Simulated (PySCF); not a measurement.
Atoms are numbered as in `[BH3-:1][n+:2]1[cH:3][cH:4][cH:5][c:6]([O:7][CH3:8])[cH:9]1`. Each H is labelled by its parent atom.

PySCF calculation with geometry: PBE0-D3(BJ)/def2-SVP and GIAO PBE0/pcSseg-1 shieldings; no solvent, fast rotation and ring inversion assumed for equivalent nuclei, a single conformation, no relativistic terms.

Predict the 2D correlation tables (HSQC, COSY, HMBC).

Answers



HSQC (one-bond C–H):
```tsv
δH	δC
8.52 (H(C3))	146.1 (C3)
8.28 (H(C9))	134.9 (C9)
7.36 (H(C5))	131.5 (C5)
7.24 (H(C4))	130.0 (C4)
3.79 (H(C8))	55.0 (C8)
```

COSY cross peaks (H two or three bonds apart, from the bond graph; peaks can be absent where the dihedral angle is near 90°):
```tsv
δH	δH
8.52 (H(C3))	7.24 (H(C4))
7.36 (H(C5))	7.24 (H(C4))
```

HMBC (two and three bonds, from the bond graph):
```tsv
δH	δC
8.52 (H(C3))	134.9 (C9), 131.5 (C5), 130.0 (C4)
8.28 (H(C9))	160.3 (C6), 146.1 (C3), 131.5 (C5)
7.36 (H(C5))	160.3 (C6), 146.1 (C3), 134.9 (C9), 130.0 (C4)
7.24 (H(C4))	160.3 (C6), 146.1 (C3), 131.5 (C5)
3.79 (H(C8))	160.3 (C6)
3.16 (H(B1))	146.1 (C3), 134.9 (C9)
```

References, each an isolated molecule treated in the same way: ¹H (σ = 31.27 ppm), ¹³C (σ = 184.41 ppm) vs TMS.

Short H···H contacts in this conformer between protons four or more bonds apart (candidates for NOE cross peaks, intensity ∝ r⁻⁶): H(B1)···H(C3) 2.29 Å, H(C8)···H(C9) 2.35 Å, H(B1)···H(C9) 2.36 Å.

Hydrogens on boron are broadened and split by ¹¹B (spin 3/2, 80 %) and 10B (spin 3). Shifts are as computed. Against solution values, carbons near 30 ppm lie about +2 ppm off and those near 130 ppm about +5 ppm. Of 1211 compounds with measured shifts, 218 miss one by over three times the rms of a fit or turn the order of signals round; such compounds aren't used in these exercises.
